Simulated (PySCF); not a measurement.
Isomers of C9H11N. Method used: PySCF 2.14.0, PBE0-D3(BJ)/def2-SVP geometry optimisation, gas phase. One conformer each; no zero-point energy, no entropy. No frequencies were run at this level. Point groups hold within 0.08 Å.

Task: Rank from lowest to highest electronic energy at this level (kcal/mol).
A. `C[C@H]1CC2=C1C=CC(N)=C2`
B. `[CH2:1]=[C:2]([CH3:3])[c:4]1[cH:5][cH:6][cH:7][cH:8][c:9]1[NH2:10]` with C1–C2–C4–C5 -141° (2-isopropenylaniline)
C. `[cH:1]1[cH:2][cH:3][c:4]([CH:5]2[CH2:6][CH2:7][CH2:8]2)[n:9][cH:10]1` with C3–C4–C5–C6 -127°, C4–C5–C6–C7 -140°, C5–C6–C7–C8 19°, C6–C7–C8–C5 -19°, C4–C5–C8–C7 140°

Result: B (0.0), C (7.0), A (7.0).

As drawn, the lowest has a C=C bond outside aromatic rings, which the highest lacks; the highest has a four-membered ring, which the lowest lacks. Neighbours under 2.5 kcal/mol apart (c1ccc(C2CCC2)nc1 and C[C@H]1Cc2cc(N)ccc21) can change places with a better method, another conformer or zero-point energy.

```tsv
SMILES	E (Eh)	E rel (kcal/mol)	dipole (D)	point group	A, B, C (MHz)
C=C(C)c1ccccc1N	-403.57066	0.0	1.59	C1	2186, 1169, 808.5
c1ccc(C2CCC2)nc1	-403.55957	7.0	1.75	Cs	3710, 825.9, 754.4
C[C@H]1Cc2cc(N)ccc21	-403.55956	7.0	1.53	C1	3360, 896.6, 745.4
```
